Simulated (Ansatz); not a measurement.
Reaction (atomization): `[Cl][Ge][Cl]` → 2 Cl• + Ge•

Calculated with Ansatz (gas phase, PBE0-D4/def2-TZVP geometries, no zero-point term in ΔE). CCSD(T)/CBS adds triple-zeta CCSD(T) − MP2 to the extrapolated MP2 energy (def2 sets, frozen cores). This one scheme is used for every species, atoms too. Functionals use def2-TZVPP. B3LYP here is the variant with VWN-RPA as its local correlation; programs differ in this. Open shells (•) are unrestricted, without spin–orbit coupling. Spin–orbit coupling would lower the free atoms: a little for Cl; clearly for Ge. For Ge outer-core shells are correlated without core-valence functions, so the limit isn't a true one: a few kJ/mol of doubt a bond, and 10 to 20 or more in all where bonds break to atoms. Scalar relativity is left out up to krypton.

| level | ΔE (kJ/mol) |
| --- | --- |
| B97M-V | 836.2 |
| B3LYP-D4 | 798.2 |
| PBE-QIDH | 798.4 |
| r2SCANh | 806.8 |

Q: What does CCSD(T)/CBS give? (An estimate is asked.)

A: Computed: +810.4 kJ/mol. The listed levels differ from it by 25.8, -12.2, -12.0, -3.6 kJ/mol.

Largest T1 diagnostic among the species: 0.013.

Leaving LDA and LC-ωPBE aside and taking each functional with its dispersion term where it has one, the values, not all of them listed here, spread over 81.9 kJ/mol, from BHLYP-D4 to PBE-D4. LDA lies +125.0 kJ/mol from PBE without D4, its usual overbinding. At CCSD(T), def2-SVP lies −105.0 kJ/mol from the extrapolated value and def2-TZVPP −40.2 kJ/mol: correlation converges slowly with the basis, and small sets miss more of it in the bonded molecule than in its fragments. From BLYP to BHLYP (50 % exact exchange), in def2-TZVPP and without D4, ΔE moves by −44.4 kJ/mol: exact exchange takes away binding that semilocal exchange gives to molecules.

For atomizations the MP2-based limit and the directly extrapolated one differ by several kJ/mol either way, and by 10 to 25 for some Ge, Se and Sn compounds, so smaller differences from it don't rank the levels.
